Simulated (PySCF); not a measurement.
Sn(Cl)3(SiH3) (Cl3H3SiSn), SMILES [Sn]([Cl])([Cl])([Cl])[SiH3]. Heavy atoms are numbered as in [SiH3:1][Sn:2]([Cl:3])([Cl:4])[Cl:5]. Hydrogens are named by the atom that carries them.

Coordinates come from a r2SCAN-D4/def2-SVP optimisation. The structure was generated by enumeration; whether it is a known compound was not checked. The def2 effective core potentials stand for the cores of Sn; spin–orbit coupling is left out.

Level of theory: PySCF with PBE0/def2-TZVP.

ESP charges are fitted to the potential on shells at 1.4 to 2.0 van der Waals radii. Atomic charges (e), one atom of each kind:

```json
[
 {"atom": "Si1 (SiH3)", "Mulliken": "…", "ESP fit": "0.14"},
 {"atom": "Sn2", "Mulliken": "…", "ESP fit": "0.23"},
 {"atom": "Cl3", "Mulliken": "…", "ESP fit": "-0.14"},
 {"atom": "H on Si1", "Mulliken": "…", "ESP fit": "0.02"}
]
```

Task: Complete the blanks. (Estimate from the structure and the level; the computed values follow.)

Result: 
- Si1 (SiH3), Mulliken: -0.04
- Sn2, Mulliken: 0.95
- Cl3, Mulliken: -0.34
- H on Si1, Mulliken: 0.03
